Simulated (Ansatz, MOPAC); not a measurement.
Molecule: CdI$_{2}$, charge 0, multiplicity 1. SMILES: [I][Cd][I]

Atoms: Cd1, I2, I3. Bonds: Cd1-I2, Cd1-I3.

Bond lengths (Å) and angles (degrees) optimised at PM3 with MOPAC; HF/STO-3G with Ansatz (a first-principles code); HF/3-21G with Ansatz; HF/LANL2DZ with Ansatz; PBE/LANL2DZ with Ansatz; B3LYP/LANL2DZ with Ansatz, each started from the B3LYP-D3(BJ)/def2-TZVP structure (Ansatz) of the last column. A row stands for all coordinates that are equal there. No wavenumbers were computed at HF/STO-3G, PBE/LANL2DZ, so these may be saddle points.

| coordinate | PM3 | HF/STO-3G | HF/3-21G | HF/LANL2DZ | PBE/LANL2DZ | B3LYP/LANL2DZ | B3LYP-D3(BJ)/def2-TZVP |
|---|---|---|---|---|---|---|---|
| Cd1-I2 | 2.588 | 2.529 | 2.732 | 2.644 | 2.695 | 2.691 | 2.612 |
| I2-Cd1-I3 | 180.0 | 180.0 | 180.0 | 180.0 | 180.0 | 180.0 | 180.0 |

Mean signed difference of all 2 bond lengths from B3LYP-D3(BJ)/def2-TZVP: PM3 -0.024 Å, HF/STO-3G -0.083 Å, HF/3-21G 0.120 Å, HF/LANL2DZ 0.032 Å, PBE/LANL2DZ 0.083 Å, B3LYP/LANL2DZ 0.078 Å.
